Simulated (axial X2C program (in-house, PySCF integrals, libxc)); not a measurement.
## Which molecule has these constants?

Computed with an in-house all-electron X2C program for linear molecules (integrals from PySCF), spin-free (one-electron X2C) or two-component (2c: spin–orbit coupling with atomic mean-field Coulomb and Gaunt terms, which also bring small scalar terms), in Dyall basis sets with cores contracted in-house; open shells are unrestricted.

A two-component PBE0 calculation in a Dyall 3-zeta basis gave Re = 3.082 Å, ωe = 200.1 cm⁻¹, De = 0.27 eV, dipole magnitude 0.87 D, Ω = 1/2.

**Question.** Which molecule is it?
A. MgH
B. LiMg
C. KMg
D. CsMg

**Answer.** B. The others have CsMg 4.306 Å and 62.3 cm⁻¹ (Ω = 1/2); MgH 1.739 Å and 1468.5 cm⁻¹ (Ω = 1/2); KMg 3.922 Å and 80.3 cm⁻¹ (Ω = 1/2).

Each entry is the lowest single determinant of a limited PBE0 search at one distance. De goes to single-determinant-based atoms at the same level (for ions the charge split of lowest energy) and is withheld (n/a) where an atom does not fit its ground term or J level. Main or longest-lived isotopes.
